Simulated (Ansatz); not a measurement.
Species: sum formula GeSiH₃ (charge -1, singlet). It need not be the lowest isomer of its formula. Whether it binds its extra electron was not tested at this geometry. SMILES: [SiH2]=[GeH-]
Geometry: optimised at B3LYP-D3(BJ)/def2-TZVP (Ansatz, a quantum-chemistry and plane-wave program).

Parts of the frozen-core correlation energy in STO-3G (Ansatz, hartree). Frozen orbitals: 19; correlated occupied orbitals by spin: 6 and 6; virtual: 5 and 5. No spin-orbit coupling. Non-relativistic. The restricted reference is unstable. The program attaches cautions to this run: other roots.

| term | value |
|---|---|
| reference (HF) | -2338.82210 |
| MP2 opposite-spin | (withheld) |
| MP2 same-spin | -0.01016 |
| CCSD correlation | (withheld) |
| (T) | (withheld) |
| FCI minus CCSD(T) | -0.00064 |
| T1 diagnostic | 0.015 |
| largest doubles amplitude | 0.316 |

Q: Fill in the missing entries.

A: 
- MP2 opposite-spin, value: -0.08373
- CCSD correlation, value: -0.12973
- (T), value: -0.00159
